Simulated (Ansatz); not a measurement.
Consider the cleavage of the Si–B bond: `CB[SiH3]` + `N[SiH](F)Br` → `F[SiH](Br)N[SiH3]` + `BC`.

Isolated molecules relaxed with PBE0-D4/def2-TZVP in Ansatz; ΔE leaves out vibrations. CBS: MP2 limit from def2 TZ/QZ plus the TZ coupled-cluster correction, frozen cores. This one scheme is used for every species. Functionals use def2-TZVPP. B3LYP here is the variant with VWN-RPA as its local correlation; programs differ in this. For Br outer-core shells are correlated without core-valence functions, which leaves a few kJ/mol of doubt a bond. Scalar relativity is left out up to krypton. One conformer a species, not always the lowest.

```json
{"level": "ωB97M-V", "ΔE (kJ/mol)": "-72.5"}
{"level": "B3LYP", "ΔE (kJ/mol)": "-66.5"}
{"level": "CCSD/def2-TZVPP", "ΔE (kJ/mol)": "-73.0"}
{"level": "MP2/def2-QZVPP", "ΔE (kJ/mol)": "-80.8"}
```

(1) What does CCSD(T)/CBS give? (An estimate is asked.)

Largest T1 diagnostic among the species: 0.012.

Results:

(1) The calculation gave: -72.1 kJ/mol. The listed levels differ from it by -0.4, 5.6, -0.9, -8.7 kJ/mol.

The D4 term adds −3.3 kJ/mol with B3LYP and −1.9 kJ/mol with PBE0; it sums over pairs of atoms, weighted by their polarisabilities, and B3LYP, whose exchange is more repulsive, gets the larger term. In def2-TZVPP, CCSD(T) changes the Hartree–Fock value by +12.8 kJ/mol (the triples alone add +1.1 kJ/mol) and MP2 by +4.5 kJ/mol. From PBE to PBE0 (25 % exact exchange), in def2-TZVPP and without D4, ΔE moves by −6.9 kJ/mol.
